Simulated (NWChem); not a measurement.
System: C5H5FSi; SMILES C#C[Si](C)(F)C#C

Input file for NWChem:

```
start job
memory heap 200 mb stack 900 mb global 1100 mb
geometry units angstroms noautosym nocenter noautoz
  C      1.397558    -0.106536    -2.483346
  C      0.708719    -0.017110    -1.487405
  Si    -0.343229     0.071897     0.000000
  C     -1.639937    -1.268332     0.000000
  F     -1.073553     1.515343     0.000000
  C      0.708719    -0.017110     1.487405
  C      1.397558    -0.106536     2.483346
  H      2.006284    -0.175292    -3.358186
  H     -2.276701    -1.190995    -0.888123
  H     -2.276701    -1.190995     0.888123
  H     -1.173188    -2.259653     0.000000
  H      2.006284    -0.175292     3.358186
end
basis spherical
  * library pcsseg-1
end
dft
  xc pbe0
  iterations 150
end
property
  shielding 8 1 2 3 4 5 8 9 11
end
task dft property
```

Excerpt of the output:

```
             Northwest Computational Chemistry Package (NWChem) 7.3.0
             --------------------------------------------------------

                             Geometry "geometry" -> ""
                             -------------------------

 Output coordinates in angstroms (scale by  1.889725989 to convert to a.u.)

  No.       Tag          Charge          X              Y              Z
 ---- ---------------- ---------- -------------- -------------- --------------
    1 C                    6.0000     1.39755800    -0.10653600    -2.48334600
    2 C                    6.0000     0.70871900    -0.01711000    -1.48740500
    3 Si                  14.0000    -0.34322900     0.07189700     0.00000000
    4 C                    6.0000    -1.63993700    -1.26833200     0.00000000
    5 F                    9.0000    -1.07355300     1.51534300     0.00000000
    6 C                    6.0000     0.70871900    -0.01711000     1.48740500
    7 C                    6.0000     1.39755800    -0.10653600     2.48334600
    8 H                    1.0000     2.00628400    -0.17529200    -3.35818600
    9 H                    1.0000    -2.27670100    -1.19099500    -0.88812300
   10 H                    1.0000    -2.27670100    -1.19099500     0.88812300
   11 H                    1.0000    -1.17318800    -2.25965300     0.00000000
   12 H                    1.0000     2.00628400    -0.17529200     3.35818600

 Effective nuclear repulsion energy (a.u.)     312.5887406905

                              NWChem Property Module
                              ----------------------

  itol2e modified to match energy
  convergence criterion.

                                 NWChem DFT Module
                                 -----------------

 Summary of "ao basis" -> "ao basis" (spherical)
 ------------------------------------------------------------------------------
       Tag                 Description            Shells   Functions and Types
 ---------------- ------------------------------  ------  ---------------------
 C                          pcsseg-1                 7       17   3s3p1d
 Si                         pcsseg-1                10       24   4s5p1d
 F                          pcsseg-1                 7       17   3s3p1d
 H                          pcsseg-1                 3        5   2s1p

  itol2e modified to match energy
  convergence criterion.

[...]

          -----------------------------------------
          Chemical Shielding Tensors (GIAO, in ppm)
          -----------------------------------------

                                NWChem CPHF Module
                                ------------------

  scftype          =     RHF
  nclosed          =       29
  nopen            =        0
  variables        =     3538
  # of vectors     =        3
  tolerance        = 0.10D-03
  level shift      = 0.00D+00
  max iterations   =       50
  max subspace     =       30

 SCF residual:    1.9815575077133590E-004

Iterative solution of linear equations
  No. of variables     3538
  No. of equations        3
  Maximum subspace       30
        Iterations       50
       Convergence  1.0D-04

   iter   nsub   residual    time
   ----  ------  --------  ---------
     1      3    3.92D-01      76.3
     2      6    1.89D-02      82.6
     3      9    2.05D-03      88.9
     4     12    2.55D-04      95.3
     5     15    1.70D-05     101.6

      Atom:    1  C
        Diamagnetic
    260.0270     -0.8114    -15.1808
     -0.8114    249.1434      1.0993
    -15.1808      1.0993    270.9692

        Paramagnetic
   -180.8071     -7.8010    -97.8848
     -7.8010   -248.2161     12.9392
    -97.8848     12.9392   -105.8356

        Total Shielding Tensor
     79.2199     -8.6124   -113.0656
     -8.6124      0.9273     14.0385
   -113.0656     14.0385    165.1336

           isotropic =      81.7603
          anisotropy =     243.7186

          Principal Components and Axis System
                 1           2           3
              244.2393      1.6483     -0.6069

      1        -0.5663      0.7587     -0.3219
      2         0.0674      0.4319      0.8994
      3         0.8214      0.4877     -0.2957

      Atom:    2  C
        Diamagnetic
    258.6931     -0.8456    -20.3107
     -0.8456    243.6964      1.5260
    -20.3107      1.5260    273.2819

        Paramagnetic
   -164.9549    -11.3222   -115.0724
    -11.3222   -239.8859     13.6461
   -115.0724     13.6461    -76.1065

        Total Shielding Tensor
     93.7381    -12.1679   -135.3831
    -12.1679      3.8105     15.1722
   -135.3831     15.1722    197.1754

           isotropic =      98.2413
          anisotropy =     290.1718

          Principal Components and Axis System
                 1           2           3
              291.6892      3.2425     -0.2077

      1        -0.5661     -0.3473      0.7476
      2         0.0672      0.8845      0.4618
      3         0.8216     -0.3116      0.4773

      Atom:    3  Si
        Diamagnetic
    882.3959     -1.1478     -0.0000
     -1.1478    883.2467      0.0000
     -0.0000      0.0000    881.0783

        Paramagnetic
   -486.8376      7.8336      0.0000
      7.8336   -454.5612     -0.0000
      0.0000     -0.0000   -558.7283

        Total Shielding Tensor
    395.5583      6.6858     -0.0000
      6.6858    428.6855     -0.0000
     -0.0000     -0.0000    322.3500

           isotropic =     382.1979
          anisotropy =      71.6790

          Principal Components and Axis System
                 1           2           3
              429.9840    394.2598    322.3500

      1         0.1906      0.9817      0.0000
      2         0.9817     -0.1906      0.0000
      3        -0.0000      0.0000      1.0000

      Atom:    4  C
        Diamagnetic
    259.6059      4.2704      0.0000
      4.2704    257.7017      0.0000
      0.0000      0.0000    254.7062

[...]
```

Level: PBE0/pcSseg-1, GIAO. The geometry was optimised at B3LYP/6-31G* (spherical d). The output numbers the shielded atoms by their place in the input's list. The printed shielding anisotropy is the first printed principal value minus the mean of the other two.
